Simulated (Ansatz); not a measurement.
Reactions of `[OH][GaH][SiH2][SeH]`.

Gas-phase electronic energies from Ansatz, PBE0-D4/def2-TZVP geometries. CCSD(T)/CBS is the MP2 limit (def2-TZVPP, def2-QZVPP) plus CCSD(T) − MP2 in def2-TZVPP, frozen cores. This one scheme is used for every species. DFT in def2-TZVPP. B3LYP here is the variant with VWN-RPA as its local correlation; programs differ in this. For Br, Ga, Se outer-core shells are correlated without core-valence functions, which leaves a few kJ/mol of doubt a bond. Scalar relativity is left out up to krypton. Each species was taken in one conformer, which may not be the lowest.

```json
{"reaction": "`[OH][GaH][SiH2][SeH]` + `C=N` → `C=N[SiH2][SeH]` + `[OH][GaH2]`", "PBE0-D4 (kcal/mol)": "-4.5", "PBE-D4 (kcal/mol)": "-3.7", "B3LYP-D4 (kcal/mol)": "-6.5", "CCSD/CBS(def2) (kcal/mol)": "-6.2"}
{"reaction": "`[OH][GaH][SiH2][SeH]` + H₂ → `[OH][GaH2]` + `[SiH3][SeH]`", "PBE0-D4 (kcal/mol)": "2.0", "PBE-D4 (kcal/mol)": "3.8", "B3LYP-D4 (kcal/mol)": "1.1", "CCSD/CBS(def2) (kcal/mol)": "-0.4"}
{"reaction": "`[OH][GaH][SiH2][SeH]` + `OCF` → `FCO[SiH2][SeH]` + `[OH][GaH2]`", "PBE0-D4 (kcal/mol)": "-13.9", "PBE-D4 (kcal/mol)": "-12.5", "B3LYP-D4 (kcal/mol)": "-17.1", "CCSD/CBS(def2) (kcal/mol)": "-17.7"}
{"reaction": "`[OH][GaH][SiH2][SeH]` + H₂O → `O[SiH2][GaH][OH]` + H₂Se", "PBE0-D4 (kcal/mol)": "-2.4", "PBE-D4 (kcal/mol)": "-2.6", "B3LYP-D4 (kcal/mol)": "-5.5", "CCSD/CBS(def2) (kcal/mol)": "-4.0"}
{"reaction": "`[OH][GaH][SiH2][SeH]` + `O[SiH3]` → `[OH][GaH][O][SiH3]` + `[SiH3][SeH]`", "PBE0-D4 (kcal/mol)": "-11.6", "PBE-D4 (kcal/mol)": "-10.1", "B3LYP-D4 (kcal/mol)": "-14.2", "CCSD/CBS(def2) (kcal/mol)": "-15.5"}
{"reaction": "`[OH][GaH][SiH2][SeH]` + H₂Se → `[SeH][SiH2][SeH]` + `[OH][GaH2]`", "PBE0-D4 (kcal/mol)": "-9.8", "PBE-D4 (kcal/mol)": "-8.8", "B3LYP-D4 (kcal/mol)": "-9.7", "CCSD/CBS(def2) (kcal/mol)": "-10.9"}
{"reaction": "`[OH][GaH][SiH2][SeH]` + HBr → `[OH][GaH][Br]` + `[SiH3][SeH]`", "PBE0-D4 (kcal/mol)": "-26.5", "PBE-D4 (kcal/mol)": "-24.3", "B3LYP-D4 (kcal/mol)": "-27.2", "CCSD/CBS(def2) (kcal/mol)": "-28.6"}
```

Question: Give the CCSD(T)/CBS values in the same order. (An estimate is asked.)

Answer: The calculation gave: -6.1, 1.0, -17.2, -3.5, -15.1, -10.8, -27.9 kcal/mol.

Largest T1 diagnostic: 0.015, for `[OH][GaH2]`.
